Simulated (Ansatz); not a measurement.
C$_{4}$H$_{7}$FSi (`C=C[SiH](F)C=C`), 13 atoms. The species carries charge 0 and has multiplicity 1. All runs use 4 threads of an Arm Neoverse V2 on a shared host. Correlated methods freeze the cores.

(1) Give the basis size and wall time and peak host memory of each of these runs in Ansatz. RKS PBE0-D4/def2-SVP energy; RKS ωB97M-V/def2-SVP energy; RKS BHLYP-D4/def2-TZVPP energy; RHF-CCSD(T)/def2-SVP energy; RKS PBE-QIDH (frozen core)/def2-TZVPP energy; RKS r2SCAN-D4/def2-TZVPP energy and forces; RHF-MP2/def2-QZVPP energy; RKS ωB97M-V/def2-QZVPP energy; RKS PBE0-D4/def2-TZVPP energy; RHF-CCSD(T)/def2-TZVPP energy; RKS PBE0-D4/def2-TZVP frequencies; direct RPA on PBE orbitals/def2-TZVPP energy. (Best estimate.)

Answers

(1) Computed: Other jobs shared the machine, so times are rough.

```
                                level                job  functions  wall time  peak host memory (GiB)
                 RKS PBE0-D4/def2-SVP             energy        123      1.1 s                    0.29
               RKS PBE0-D4/def2-TZVPP             energy        295      3.5 s                    0.81
              RKS BHLYP-D4/def2-TZVPP             energy        295      3.6 s                    0.85
                 RKS ωB97M-V/def2-SVP             energy        123      4.4 s                     0.4
             RKS r2SCAN-D4/def2-TZVPP  energy and forces        295      5.5 s                    0.45
direct RPA on PBE orbitals/def2-TZVPP             energy        295      6.5 s                    0.82
RKS PBE-QIDH (frozen core)/def2-TZVPP             energy        295        7 s                    0.88
                 RHF-CCSD(T)/def2-SVP             energy        123      9.5 s                    0.75
               RKS ωB97M-V/def2-QZVPP             energy        565       21 s                     2.7
                   RHF-MP2/def2-QZVPP             energy        565       29 s                     4.3
                RKS PBE0-D4/def2-TZVP        frequencies        234    3.6 min                    0.71
               RHF-CCSD(T)/def2-TZVPP             energy        295     13 min                     3.9
```
